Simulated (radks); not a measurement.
Results of a calculation; reference values are marked as such.
Task: Co XII, configuration [He] 2s2 2p5 3s2 3p5 (not the ground configuration). Level of theory: non-relativistic Kohn-Sham, PBE, spin-polarised, spherical densities, point nucleus; open shells are filled with parallel spins first (a radial shooting solver on a logarithmic mesh with Libxc functionals). Some entries of the table are withheld. Estimate them.

orbital  occ.  eigenvalue (eV)  r(max) (bohr)  <r^2> (bohr^2)
1s up       1        -7903.302        0.03750        0.004339
1s down     1        -7898.534        0.03749        0.004335
2s up       1        -1235.616         0.2139         0.07598
2s down     1        -1228.261         0.2141         0.07624
2p up       3        -1127.293         0.1709         0.05969
2p down     2        -1118.396         0.1713         0.06001
3s up       1              (1)         0.6218          0.5226
3s down     1              (2)         0.6234          0.5264
3p up       3        -334.3645         0.6078          0.5192
3p down     2        -330.9156         0.6099          0.5241

Result: 
(1) 3s up eigenvalue (eV): -369.9327
(2) 3s down eigenvalue (eV): -366.6082
